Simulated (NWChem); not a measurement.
# CdSiH$_{3}$I; SMILES [SiH3][Cd][I]

def2 effective core potentials on Cd, I; no spin-orbit coupling.

Give the equilibrium geometry at PBE0/def2-SVP with def2 effective core potentials on Cd, I (NWChem) as a list of bonds and angles, with the point group.

point group C3v; any orientation.
Bond lengths (Å): Cd1–I2 2.623, Cd1–Si3 2.505, Si3–H4 1.496, Si3–H5 1.496, Si3–H6 1.496. Angles (°): I2–Cd1–Si3 180.0, Cd1–Si3–H4 110.6, Cd1–Si3–H5 110.6, Cd1–Si3–H6 110.5, H4–Si3–H5 108.3, H4–Si3–H6 108.4, H5–Si3–H6 108.4.
